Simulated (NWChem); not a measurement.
Molecule: Si2H4SF2; SMILES F[SiH2]S[SiH2]F

```xyz
9

Si    -1.5054    -0.6054     0.1798
F     -2.3424     0.6806     0.7060
S      0.0000     0.0000    -1.2110
Si     1.5054     0.6054     0.1798
F      2.3424    -0.6806     0.7060
H     -0.8901    -1.2443     1.3717
H     -2.4337    -1.4979    -0.5556
H      0.8901     1.2443     1.3717
H      2.4337     1.4979    -0.5556
```
Atoms are numbered in this order, from 1.

Program: NWChem. Pople sets run with spherical d functions. The geometry was optimised at PBE0/def2-SVP. Total energies compare along this basis series because the functional is fixed.

```json
[
 {"level": "PBE0/STO-3G", "basis functions": "41", "energy (Ha)": "-1164.7837", "highest occupied level (eV)": "-3.81", "orbital gap (eV)": "9.57", "dipole (D)": "0.66", "relative time": "1"},
 {"level": "PBE0/3-21G", "basis functions": "65", "energy (Ha)": "-1172.6705", "highest occupied level (eV)": "-8.42", "orbital gap (eV)": "8.48", "dipole (D)": "1.23", "relative time": "1"},
 {"level": "PBE0/6-31G*", "basis functions": "90", "energy (Ha)": "-1178.7936", "highest occupied level (eV)": "-8.25", "orbital gap (eV)": "8.29", "dipole (D)": "0.52", "relative time": "5"},
 {"level": "PBE0/6-31+G*", "basis functions": "110", "energy (Ha)": "-1178.8126", "highest occupied level (eV)": "-8.40", "orbital gap (eV)": "7.77", "dipole (D)": "0.20", "relative time": "6"},
 {"level": "PBE0/6-311G**", "basis functions": "138", "energy (Ha)": "-1178.9318", "highest occupied level (eV)": "-8.39", "orbital gap (eV)": "8.06", "dipole (D)": "0.27", "relative time": "6"},
 {"level": "PBE0/6-311++G**", "basis functions": "162", "energy (Ha)": "-1178.9403", "highest occupied level (eV)": "-8.45", "orbital gap (eV)": "7.74", "dipole (D)": "0.09", "relative time": "10"}
]
```

The last column is a rough cost ratio, cheapest run = 1.
